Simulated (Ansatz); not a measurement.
Coupled-cluster run, C2H7GeN (`C[N]1[CH2][GeH2]1`).

```yaml
crystal:
  periodic: [false, false, false]
  atoms:
    - {symbol: C, position_ang: [-0.869081, 1.178307, 0.069151]}
    - {symbol: N, position_ang: [0.384562, 0.492607, 0.276540]}
    - {symbol: C, position_ang: [0.295251, -0.825963, 0.902510]}
    - {symbol: Ge, position_ang: [1.031002, -0.829953, -0.873843]}
    - {symbol: H, position_ang: [-1.669124, 0.538556, -0.338942]}
    - {symbol: H, position_ang: [-1.229342, 1.584251, 1.022029]}
    - {symbol: H, position_ang: [-0.721776, 2.014674, -0.617353]}
    - {symbol: H, position_ang: [-0.702274, -1.259797, 1.004623]}
    - {symbol: H, position_ang: [0.926755, -0.980870, 1.773973]}
    - {symbol: H, position_ang: [2.518655, -0.730310, -1.183706]}
    - {symbol: H, position_ang: [0.100769, -1.238703, -2.014280]}
basis:
  gaussian: {orbitals: def2-TZVPP}
correlation: {method: ccsd_t}
```

```sh
$ ansatz run in.yaml --threads 4 --pin off --events-out ev --progress --plain --max-ram 10444MiB
```

Output of Ansatz, abridged:

```
Functional definition: HF
1426 factors; integrals over basis functions are off by at most 8.0e-4 eV
mean field evaluation 1: about -60122.0986 eV, gradient 3.8e1 eV
mean field evaluation 2: about -60122.3254 eV, gradient 3.8e1 eV
mean field evaluation 4: about -60126.2117 eV, gradient 5.0e0 eV
mean field evaluation 8: about -60126.2910 eV, gradient 3.0e-1 eV
mean field -60126.29148471 eV, -2209.6004569990 hartree, gradient 4.2e-6 eV, S^2 0.000000; 0 other end points of the search recorded, 0 dependent functions left out
12 core orbitals not correlated: weight in the atoms' cores, before any rotation towards them, 1.000 or more for the frozen orbitals, at most 0.000 for the correlated occupied ones
reference -60126.29148471 eV, -2209.6004569990 hartree; 17, 17 occupied and 210, 210 virtual orbitals, 1426 factors
second order -22.34548442 eV of doubles, -0.00000000 eV of singles
cycle   1  -22.34047073 eV  change    5.0e-3 eV  update   1.1e-1
cycle   2  -23.00895217 eV  change   -6.7e-1 eV  update   3.3e-2
cycle   3  -23.13032198 eV  change   -1.2e-1 eV  update   1.7e-2
cycle   4  -23.11827584 eV  change    1.2e-2 eV  update   4.4e-3
cycle   5  -23.11831065 eV  change   -3.5e-5 eV  update   2.7e-3
cycle   6  -23.11891239 eV  change   -6.0e-4 eV  update   9.9e-4
cycle   7  -23.11854163 eV  change    3.7e-4 eV  update   4.6e-4
cycle   8  -23.11856366 eV  change   -2.2e-5 eV  update   1.4e-4
cycle   9  -23.11859477 eV  change   -3.1e-5 eV  update   6.2e-5
cycle  10  -23.11857403 eV  change    2.1e-5 eV  update   2.1e-5
perturbative correction -0.98115725 eV, -0.0360568639 hartree
Total energy: -60150.39121599 eV, -2210.4861057880 hartree
```

Hardware: 4 threads of an Arm Neoverse V1 on a shared host. Wall time 2.9 min, peak host memory 4.7 GiB.

MP2 recovers 92.7 % of the CCSD(T) correlation energy and the triples give 4.1 %; T1 = 0.0122.
